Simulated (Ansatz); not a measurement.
Ansatz (a quantum-chemistry and plane-wave program) input (HF/STO-3G):

Ansatz 0.2 input:
```yaml
crystal:
  periodic: [false, false, false]
  atoms:
    - {symbol: C, position_ang: [1.71048900, -0.96162300, -0.02968500]}
    - {symbol: O, position_ang: [0.92219700, 0.15135800, 0.36996500]}
    - {symbol: B, position_ang: [-0.39421000, 0.28175900, 0.04148100]}
    - {symbol: C, position_ang: [-1.13475900, -0.81634000, -0.81910400]}
    - {symbol: C, position_ang: [-1.12120500, 1.57345300, 0.56362100]}
    - {symbol: H, position_ang: [1.31278300, -1.89431800, 0.37683700]}
    - {symbol: H, position_ang: [1.75648100, -1.04420500, -1.11795200]}
    - {symbol: H, position_ang: [2.71668500, -0.80768700, 0.35665500]}
    - {symbol: H, position_ang: [-2.18145700, -0.57355600, -1.00376200]}
    - {symbol: H, position_ang: [-1.10183000, -1.79487400, -0.32751800]}
    - {symbol: H, position_ang: [-0.64862300, -0.95537500, -1.79090800]}
    - {symbol: H, position_ang: [-1.98408300, 1.30266600, 1.18186000]}
    - {symbol: H, position_ang: [-1.53209600, 2.14552600, -0.27549200]}
    - {symbol: H, position_ang: [-0.47153300, 2.22922700, 1.14416000]}
basis:
  gaussian:
    orbitals: STO-3G
hamiltonian:
  xc: {name: HF}
relax: {f_tol: 0.003, max_steps: 120}
```

Output:

```
Functional definition: HF
integrals: 0.00 GiB planned
517 factors; integrals over basis functions are off by at most 1.6e-5 eV
mean field: 0.07 GiB planned
mean field evaluation 1: about -5869.0130 eV, gradient 2.2e1 eV
mean field evaluation 2: about -5869.1955 eV, gradient 2.2e1 eV
mean field evaluation 4: about -5870.9505 eV, gradient 1.8e0 eV
mean field evaluation 8: about -5870.9624 eV, gradient 2.3e-2 eV
mean field -5870.96245066 eV, -215.7538905804 hartree, gradient 4.9e-5 eV, S^2 0.000000; 0 other end points of the search recorded, 0 dependent functions left out
the calculation of the forces begins
reference -5870.96245066 eV, -215.7538905804 hartree; 20, 20 occupied and 14, 14 virtual orbitals, 517 factors
relax step   1: F+E_penalty+E_count = -5870.96245066 eV  Δ(F+E_penalty+E_count) = +0.000e0 eV  max|allowed force component| = 1.550e0 eV/Å  Δτ_max = 0.0000 Å  (27 SCF iters, accepted)
these checks for a lower state are left out or cut short: starts, cluster_reference, orbital_swaps, neighbouring_geometries, increment
integrals: 0.00 GiB planned
517 factors; integrals over basis functions are off by at most 1.8e-5 eV
mean field: 0.07 GiB planned
mean field evaluation 16: about -5871.0020 eV, gradient 7.0e-6 eV
mean field -5871.00196948 eV, -215.7553428704 hartree, gradient 7.1e-6 eV, S^2 0.000000; 0 other end points of the search recorded, 0 dependent functions left out
the calculation of the forces begins
reference -5871.00196948 eV, -215.7553428704 hartree; 20, 20 occupied and 14, 14 virtual orbitals, 517 factors
relax step   2: F+E_penalty+E_count = -5871.00196948 eV  Δ(F+E_penalty+E_count) = -3.952e-2 eV  max|allowed force component| = 3.097e-1 eV/Å  Δτ_max = 0.0188 Å  (25 SCF iters, accepted)
these checks for a lower state are left out or cut short: starts, cluster_reference, orbital_swaps, neighbouring_geometries, increment
integrals: 0.00 GiB planned
517 factors; integrals over basis functions are off by at most 1.8e-5 eV
mean field: 0.07 GiB planned
mean field -5871.00362730 eV, -215.7554037941 hartree, gradient 7.0e-6 eV, S^2 0.000000; 0 other end points of the search recorded, 0 dependent functions left out
the calculation of the forces begins
reference -5871.00362730 eV, -215.7554037941 hartree; 20, 20 occupied and 14, 14 virtual orbitals, 517 factors
relax step   3: F+E_penalty+E_count = -5871.00362730 eV  Δ(F+E_penalty+E_count) = -1.658e-3 eV  max|allowed force component| = 3.898e-2 eV/Å  Δτ_max = 0.0128 Å  (26 SCF iters, accepted)
these checks for a lower state are left out or cut short: starts, cluster_reference, orbital_swaps, neighbouring_geometries, increment
integrals: 0.00 GiB planned
517 factors; integrals over basis functions are off by at most 1.8e-5 eV
mean field: 0.07 GiB planned
mean field -5871.00368647 eV, -215.7554059684 hartree, gradient 7.0e-6 eV, S^2 0.000000; 0 other end points of the search recorded, 0 dependent functions left out
the calculation of the forces begins
reference -5871.00368647 eV, -215.7554059684 hartree; 20, 20 occupied and 14, 14 virtual orbitals, 517 factors
relax step   4: F+E_penalty+E_count = -5871.00368647 eV  Δ(F+E_penalty+E_count) = -5.917e-5 eV  max|allowed force component| = 1.020e-2 eV/Å  Δτ_max = 0.0030 Å  (26 SCF iters, accepted)
these checks for a lower state are left out or cut short: starts, cluster_reference, orbital_swaps, neighbouring_geometries, increment
integrals: 0.00 GiB planned
517 factors; integrals over basis functions are off by at most 1.8e-5 eV
mean field: 0.07 GiB planned
mean field evaluation 32: about -5870.8297 eV, gradient 2.5e-1 eV
mean field -5871.00369106 eV, -215.7554061372 hartree, gradient 7.1e-6 eV, S^2 0.000000; 0 other end points of the search recorded, 0 dependent functions left out
the calculation of the forces begins
reference -5871.00369106 eV, -215.7554061372 hartree; 20, 20 occupied and 14, 14 virtual orbitals, 517 factors
relax step   5: F+E_penalty+E_count = -5871.00369106 eV  Δ(F+E_penalty+E_count) = -4.592e-6 eV  max|allowed force component| = 5.761e-3 eV/Å  Δτ_max = 0.0010 Å  (26 SCF iters, accepted)
these checks for a lower state are left out or cut short: starts, cluster_reference, orbital_swaps, neighbouring_geometries, increment
integrals: 0.00 GiB planned
517 factors; integrals over basis functions are off by at most 1.8e-5 eV
mean field: 0.07 GiB planned
mean field -5871.00369431 eV, -215.7554062567 hartree, gradient 7.0e-6 eV, S^2 0.000000; 0 other end points of the search recorded, 0 dependent functions left out
the calculation of the forces begins
reference -5871.00369431 eV, -215.7554062567 hartree; 20, 20 occupied and 14, 14 virtual orbitals, 517 factors
relax step   6: F+E_penalty+E_count = -5871.00369431 eV  Δ(F+E_penalty+E_count) = -3.252e-6 eV  max|allowed force component| = 7.577e-4 eV/Å  Δτ_max = 0.0019 Å  (26 SCF iters, accepted)
integrals: 0.00 GiB planned
517 factors; integrals over basis functions are off by at most 1.8e-5 eV
mean field: 0.07 GiB planned
mean field -5871.00369431 eV, -215.7554062567 hartree, gradient 7.1e-6 eV, S^2 0.000000; 1 other end points of the search recorded, 0 dependent functions left out
the calculation of the forces begins
reference -5871.00369431 eV, -215.7554062567 hartree; 20, 20 occupied and 14, 14 virtual orbitals, 517 factors
Total energy: -5871.00369431 eV, -215.7554062567 hartree
Atom 0 at     1.705735    -0.954914    -0.027145 Å, force     0.000221    -0.000720    -0.000123 eV/Å
Atom 1 at     0.921499     0.169238     0.379784 Å, force     0.000059     0.000758     0.000381 eV/Å
Atom 2 at    -0.373914     0.273487     0.042968 Å, force    -0.000416    -0.000289    -0.000203 eV/Å
Atom 3 at    -1.133228    -0.823234    -0.821500 Å, force     0.000175     0.000464    -0.000149 eV/Å
Atom 4 at    -1.127986     1.569872     0.558495 Å, force     0.000139     0.000302    -0.000078 eV/Å
Atom 5 at     1.310230    -1.893241     0.371844 Å, force    -0.000118     0.000110    -0.000304 eV/Å
Atom 6 at     1.760049    -1.041302    -1.116002 Å, force     0.000014     0.000148     0.000208 eV/Å
Atom 7 at     2.718567    -0.816217     0.358508 Å, force    -0.000142     0.000002     0.000132 eV/Å
Atom 8 at    -2.169790    -0.559304    -0.987013 Å, force    -0.000062    -0.000191     0.000163 eV/Å
Atom 9 at    -1.112692    -1.791980    -0.332314 Å, force     0.000093    -0.000155     0.000124 eV/Å
Atom 10 at    -0.665335    -0.950519    -1.792621 Å, force    -0.000126    -0.000155    -0.000125 eV/Å
Atom 11 at    -1.974028     1.293970     1.179786 Å, force     0.000087    -0.000283     0.000026 eV/Å
Atom 12 at    -1.524806     2.135026    -0.278803 Å, force    -0.000081     0.000027    -0.000016 eV/Å
Atom 13 at    -0.485461     2.225128     1.134170 Å, force     0.000157    -0.000019    -0.000036 eV/Å
Dipole moment:     0.113901    -0.253621    -0.111176 e Å
```

The geometry given is a B3LYP-D3(BJ)/def2-TZVP minimum.
